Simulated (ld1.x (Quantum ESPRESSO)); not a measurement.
## Ge: TM semilocal pseudisation with PBEsol, non-relativistic reference atom.

ld1.x (Quantum ESPRESSO) 7.5 was run on this input:

```
&input
   title='Ge', zed=32., rel=0, dft='PBESOL', iswitch=3,
   config='[Ar] 3d10 4s1 4p3',
   nld=2, rlderiv=2.15, eminld=-3.0, emaxld=5.0, deld=0.02
 /
 &inputp
   pseudotype=1, tm=.true., lloc=1,
   nlcc=.true.,
   file_pseudopw='Ge.pp', file_wfcaegen='ae.wfc', file_wfcncgen='nc.wfc'
 /
2
4S  1  0   1.00   0.00  1.55  1.55  0.0
4P  2  1   3.00   0.00  1.95  1.95  0.0
 &test
   configts(1)='4s1 4p3'
 /
```

Command:

```bash
ld1.x < Ge.in > Ge.out
```

Output (shortened: banner, matrices, multipoles, cross overlaps and the repeated all-electron block are left out):

```
Program LD1 v.7.5
     --------------------------- All-electron run ----------------------------

     Ge

     atomic number is 32.00
     dft =PBESOL   lsd =0 sic =0 latt =0  beta=0.20 tr2=1.0E-14
     Exchange-correlation= PBESOL
                           (   1   4  10   8   0   0   0)
     mesh =1207 r(mesh) = 100.41023 a.u. xmin = -7.00 dx = 0.01250
     1 Ry =  13.60569312 eV

     n l     nl                  e(Ry)          e(Ha)          e(eV)
     1 0     1S 1( 2.00)      -793.4856      -396.7428    -10795.9216
     2 0     2S 1( 2.00)       -98.3134       -49.1567     -1337.6217
     2 1     2P 1( 6.00)       -87.5632       -43.7816     -1191.3583
     3 0     3S 1( 2.00)       -12.0750        -6.0375      -164.2890
     3 1     3P 1( 6.00)        -8.5170        -4.2585      -115.8801
     3 2     3D 1(10.00)        -2.3379        -1.1689       -31.8081
     4 0     4S 1( 1.00)        -0.9046        -0.4523       -12.3073
     4 1     4P 1( 3.00)        -0.3377        -0.1689        -4.5947

     final scf error:  5.7E-15 reached in  26 iterations

     Etot =   -4149.714335 Ry,   -2074.857168 Ha,  -56459.739794 eV

     Ekin =    4146.704846 Ry,    2073.352423 Ha,   56418.793608 eV
     Encl =   -9930.567120 Ry,   -4965.283560 Ha, -135112.248767 eV
     Eh   =    1788.230825 Ry,     894.115413 Ha,   24330.119839 eV
     Exc  =    -154.082887 Ry,     -77.041443 Ha,   -2096.404474 eV

     normalization and overlap integrals

     s(1S/1S) =  1.000000  <r> =   0.0479  <r2> =    0.0031  r(max) =   0.0316
     s(2S/2S) =  1.000000  <r> =   0.2140  <r2> =    0.0539  r(max) =   0.1798
     s(2P/2P) =  1.000000  <r> =   0.1854  <r2> =    0.0420  r(max) =   0.1436
     s(3S/3S) =  1.000000  <r> =   0.6355  <r2> =    0.4658  r(max) =   0.5539
     s(3P/3P) =  1.000000  <r> =   0.6519  <r2> =    0.5003  r(max) =   0.5470
     s(3D/3D) =  1.000000  <r> =   0.7307  <r2> =    0.6834  r(max) =   0.5012
     s(4S/4S) =  1.000000  <r> =   2.1205  <r2> =    5.1903  r(max) =   1.7494
     s(4P/4P) =  1.000000  <r> =   2.7866  <r2> =    9.2032  r(max) =   2.1908

     ------------------------ End of All-electron run ------------------------

     --------------------- Generating NC pseudopotential ---------------------

      Generating local pot.: lloc=1, matching radius rcloc =   1.9500

      Computing core charge for nlcc:

       r > 1.41 : true rho core
       r < 1.41 : rho core = a sin(br)/r    a=   3.62  b=   1.90

      Integrated core pseudo-charge :   3.54

      Wfc   4S  rcut= 1.544  Using Troullier-Martins method

     ------------------- End of pseudopotential generation -------------------

     Computing logarithmic derivative in   2.15014
     Computing logarithmic derivative in   2.15014
     Computing the partial wave expansion
     R is outside the sphere for l=    0 j= 0.00
       no projector for channel:   1

     ---------------------- Testing the pseudopotential ----------------------

     Ge

     atomic number is 32.00   valence charge is  4.00
     dft =PBESOL   lsd =0 sic =0 latt =0  beta=0.20 tr2=1.0E-14
     mesh =1207 r(mesh) = 100.41023 xmin = -7.00 dx = 0.01250

     n l     nl             e AE (Ry)        e PS (Ry)    De AE-PS (Ry)
     1 0     4S   1( 1.00)       -0.90457       -0.90457       -0.00000
     2 1     4P   1( 3.00)       -0.33771       -0.33771       -0.00000

     eps = 1.9E-15  iter = 11

     Etot =   -4149.714335 Ry,   -2074.857168 Ha,  -56459.739794 eV
     Etotps =   -10.561633 Ry,      -5.280817 Ha,    -143.698342 eV

     Ekin =       2.860301 Ry,       1.430150 Ha,      38.916377 eV
     Encl =     -13.156722 Ry,      -6.578361 Ha,    -179.006325 eV
     Ehrt =       5.545399 Ry,       2.772700 Ha,      75.448998 eV
     Ecxc =      -5.827958 Ry,      -2.913979 Ha,     -79.293403 eV
     (Ecc =      -3.535494 Ry,      -1.767747 Ha,     -48.102843 eV)
     Epseu=       0.017347 Ry,       0.008673 Ha,       0.236011 eV

     ---------------------- End of pseudopotential test ----------------------
```

Generation and configuration tests took about 2.2 s on one core of a shared server CPU.

Transferability test of the new file with ld1.x, input:

```
&input
   title='Ge', zed=32., rel=0, dft='PBESOL', iswitch=2,
   config='[Ar] 3d10 4s1 4p3'
 /
 &test
   file_pseudo='Ge.pp', nconf=8,
   configts(1)='4s1 4p3',
   configts(2)='4s2 4p2',
   configts(3)='4s2 4p1',
   configts(4)='4s2 4p0',
   configts(5)='4s2 4p1.5',
   configts(6)='4s1 4p2',
   configts(7)='4s0 4p4',
   configts(8)='4s2 4p2.3'
 /
```

```bash
ld1.x < Ge.test.in > Ge.test.out
```

Pseudopotential blocks of its output, shortened (energy terms left out):

```
     ---------------------- Testing the pseudopotential ----------------------

     n l     nl             e AE (Ry)        e PS (Ry)    De AE-PS (Ry)
     1 0     4S   1( 1.00)       -0.90457       -0.90457       -0.00000
     2 1     4P   1( 3.00)       -0.33771       -0.33771       -0.00000

     eps = 4.3E-16  iter = 11

     Etot =   -4149.714335 Ry,   -2074.857168 Ha,  -56459.739794 eV
     Etotps =   -10.561634 Ry,      -5.280817 Ha,    -143.698345 eV

     ---------------------- End of pseudopotential test ----------------------

          ---------------------- Testing the pseudopotential ----------------------

     n l     nl             e AE (Ry)        e PS (Ry)    De AE-PS (Ry)
     1 0     4S   1( 2.00)       -0.83859       -0.83691       -0.00168
     2 1     4P   1( 2.00)       -0.28907       -0.28883       -0.00023

     eps = 4.9E-15  iter = 12

     Etot =   -4150.272700 Ry,   -2075.136350 Ha,  -56467.336733 eV
     Etotps =   -11.119272 Ry,      -5.559636 Ha,    -151.285409 eV
     dEtot_ae =      -0.558365 Ry
     dEtot_ps =      -0.557639 Ry,   Delta E=      -0.000726 Ry

     ---------------------- End of pseudopotential test ----------------------

          ---------------------- Testing the pseudopotential ----------------------

     n l     nl             e AE (Ry)        e PS (Ry)    De AE-PS (Ry)
     1 0     4S   1( 2.00)       -1.43368       -1.43254       -0.00114
     2 1     4P   1( 1.00)       -0.82907       -0.82885       -0.00022

     eps = 2.9E-15  iter = 11

     Etot =   -4149.722500 Ry,   -2074.861250 Ha,  -56459.850875 eV
     Etotps =   -10.569418 Ry,      -5.284709 Ha,    -143.804262 eV
     dEtot_ae =      -0.008164 Ry
     dEtot_ps =      -0.007785 Ry,   Delta E=      -0.000380 Ry

     ---------------------- End of pseudopotential test ----------------------

          ---------------------- Testing the pseudopotential ----------------------

     n l     nl             e AE (Ry)        e PS (Ry)    De AE-PS (Ry)
     1 0     4S   1( 2.00)       -2.11783       -2.12096        0.00312
     2 1     4P   1( 0.00)       -1.45486       -1.45756        0.00270

     eps = 1.2E-15  iter =  7

     Etot =   -4148.586183 Ry,   -2074.293092 Ha,  -56444.390504 eV
     Etotps =    -9.432249 Ry,      -4.716125 Ha,    -128.332290 eV
     dEtot_ae =       1.128152 Ry
     dEtot_ps =       1.129384 Ry,   Delta E=      -0.001232 Ry

     ---------------------- End of pseudopotential test ----------------------

          ---------------------- Testing the pseudopotential ----------------------

     n l     nl             e AE (Ry)        e PS (Ry)    De AE-PS (Ry)
     1 0     4S   1( 2.00)       -1.12219       -1.12051       -0.00168
     2 1     4P   1( 1.50)       -0.54579       -0.54538       -0.00041

     eps = 3.0E-16  iter = 10

     Etot =   -4150.065244 Ry,   -2075.032622 Ha,  -56464.514145 eV
     Etotps =   -10.911978 Ry,      -5.455989 Ha,    -148.465029 eV
     dEtot_ae =      -0.350908 Ry
     dEtot_ps =      -0.350345 Ry,   Delta E=      -0.000563 Ry

     ---------------------- End of pseudopotential test ----------------------

          ---------------------- Testing the pseudopotential ----------------------

     n l     nl             e AE (Ry)        e PS (Ry)    De AE-PS (Ry)
     1 0     4S   1( 1.00)       -1.50040       -1.50181        0.00140
     2 1     4P   1( 2.00)       -0.88385       -0.88460        0.00075

     eps = 8.6E-15  iter =  6

     Etot =   -4149.111855 Ry,   -2074.555928 Ha,  -56451.542634 eV
     Etotps =    -9.958910 Ry,      -4.979455 Ha,    -135.497878 eV
     dEtot_ae =       0.602480 Ry
     dEtot_ps =       0.602723 Ry,   Delta E=      -0.000243 Ry

     ---------------------- End of pseudopotential test ----------------------

          ---------------------- Testing the pseudopotential ----------------------

     n l     nl             e AE (Ry)        e PS (Ry)    De AE-PS (Ry)
     1 0     4S   1( 0.00)       -0.96378       -0.96562        0.00185
     2 1     4P   1( 4.00)       -0.38141       -0.38176        0.00035

     eps = 4.9E-16  iter = 11

     Etot =   -4149.139591 Ry,   -2074.569796 Ha,  -56451.920001 eV
     Etotps =    -9.986145 Ry,      -4.993072 Ha,    -135.868423 eV
     dEtot_ae =       0.574744 Ry
     dEtot_ps =       0.575489 Ry,   Delta E=      -0.000745 Ry

     ---------------------- End of pseudopotential test ----------------------

          ---------------------- Testing the pseudopotential ----------------------

     n l     nl             e AE (Ry)        e PS (Ry)    De AE-PS (Ry)
     1 0     4S   1( 2.00)       -0.68583       -0.68428       -0.00154
     2 1     4P   1( 2.30)       -0.15124       -0.15116       -0.00007

     eps = 9.2E-16  iter =  9

     Etot =   -4150.338399 Ry,   -2075.169200 Ha,  -56468.230615 eV
     Etotps =   -11.184923 Ry,      -5.592462 Ha,    -152.178630 eV
     dEtot_ae =      -0.624064 Ry
     dEtot_ps =      -0.623289 Ry,   Delta E=      -0.000774 Ry

     ---------------------- End of pseudopotential test ----------------------
```
